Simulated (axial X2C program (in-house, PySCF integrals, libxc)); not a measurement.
**Nuclear properties of GeN⁻**

Computed with an in-house all-electron X2C program for linear molecules (integrals from PySCF): two-component X2C with atomic mean-field Coulomb and Gaunt terms, Gaussian nuclei, basis Ge dyall-acv3z, N dyall-av3z with contracted cores.

R = 1.666 Å (near the PBE0 minimum at charge -1 of the determinant lowest at the starting distance; the state shown can have its own minimum elsewhere).

Determinant lowest in the PBE0 search, Ω = 0 (closed shell), highest spinor 51% N p, 26% Ge p, 13% Ge s:

```tsv
level	qzz Ge (a.u.)	qzz N (a.u.)
PBE0	-3.87	-0.78
HF	-4.45	-1.04
BP86	-3.59	-0.72
BHandHLYP	-4.08	-0.90
TPSSh	-3.68	-0.78
```

qzz is the electric field gradient, eQq0 = 234.96 MHz × Q/barn × qzz. The operators were transformed with the bare-nucleus X2C matrices; with these basis sets, hyperfine constants and field gradients can be off by tens of per cent, and where levels differ in sign neither size nor sign is settled.

Problem. With Q(73Ge) = -0.196 barn, Q(14N) = 0.02044 barn (Q from Pyykkö, Mol. Phys. 2018), turn the PBE0 values of the first state into constants in MHz.

Solution. eQq0(73Ge) = 234.96 × (-0.196) × (-3.87) = 178 MHz; eQq0(14N) = 234.96 × (0.02044) × (-0.78) = -3.75 MHz.

Each state is one determinant with collinear spin. For an anion, determinants above electron detachment, or with a positive highest level, are held by the basis set. The search compared states at one distance, so a state with another bond length can lie lower. Further determinants of the search, some of them spin-mixed, are not shown.
